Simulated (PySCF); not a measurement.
Species: C7H11PSi.
Numbering: `[CH3:1][CH2:2][c:3]1[cH:4][cH:5][c:6]([SiH3:7])[cH:8][p:9]1`

Structure used (GFN2-xTB), in Å, numbered top down from 1:
```xyz
20
C7H11PSi angstrom
C     -3.144   -0.504   -0.996
C     -2.555    0.556   -0.064
C     -1.052    0.486   -0.077
C     -0.408   -0.401    0.764
C      0.964   -0.578    0.819
C      1.869    0.122    0.026
Si     3.721   -0.221    0.195
C      1.427    1.053   -0.899
P     -0.213    1.508   -1.218
H     -4.231   -0.454   -0.992
H     -2.839   -1.500   -0.681
H     -2.791   -0.344   -2.013
H     -2.882    1.544   -0.399
H     -2.927    0.395    0.951
H     -1.023   -0.993    1.432
H      1.355   -1.300    1.524
H      3.996   -0.644    1.570
H      4.460    1.002   -0.124
H      4.097   -1.289   -0.736
H      2.170    1.572   -1.494
```

NICS is the negative of the GIAO shielding at a point without a nucleus: at the ring centre (0) and 1 Å above and below it (1); zz is the component along the ring normal. Level: GIAO PBE0/pcSseg-1 (PySCF, non-relativistic, gas phase) on the GFN2-xTB geometry, one conformer.

Ring bond lengths (Å), with Mayer bond orders in brackets: C3–C4 1.382 (1.38), C4–C5 1.384 (1.47), C5–C6 1.392 (1.41), C6–C8 1.385 (1.44), C8–P9 1.731 (1.32), P9–C3 1.746 (1.28).

Problem. Give the NICS values of each ring in ppm.

Solution. 
```json
{"ring": "C3–C4–C5–C6–C8–P9", "type": "6-membered ring with P; formal bonds all aromatic", "NICS(0)": "-7.0", "NICS(1), two faces": "-10.5 / -10.3", "NICS(1)zz, two faces": "-26.2 / -25.2", "rms pucker (Å)": "0.00", "centre to ring atoms, mean (Å)": "1.50"}
```

Problem. What can be read from them?

Solution. 
- C3–C4–C5–C6–C8–P9: mean NICS(1)zz -25.7 ppm, shielded.

Problem. What does the geometric index give? Use HOMA with the parameters of Krygowski (1993).

Solution. 
- C3–C4–C5–C6–C8–P9: HOMA 0.93; the largest term is that of P9–C3, α(R − Ropt)² = 0.27.

Problem. How shielded are the nuclei of the rings and their hydrogens (means over atoms taken as equivalent)?

Solution. 
```json
{"atoms": "C3", "environment": "substituted aromatic carbon", "σ isotropic (ppm)": "-3.8"}
{"atoms": "C4", "environment": "aromatic CH carbon", "σ isotropic (ppm)": "50.1"}
{"atoms": "C5", "environment": "aromatic CH carbon", "σ isotropic (ppm)": "45.6"}
{"atoms": "C6", "environment": "substituted aromatic carbon", "σ isotropic (ppm)": "48.6"}
{"atoms": "C8", "environment": "aromatic CH carbon", "σ isotropic (ppm)": "12.8"}
{"atoms": "P9", "environment": "phosphorus bonded to 2 C", "σ isotropic (ppm)": "93.3"}
{"atoms": "H15", "environment": "aromatic hydrogen", "σ isotropic (ppm)": "23.75"}
{"atoms": "H16", "environment": "aromatic hydrogen", "σ isotropic (ppm)": "23.74"}
{"atoms": "H20", "environment": "aromatic hydrogen", "σ isotropic (ppm)": "22.30"}
```
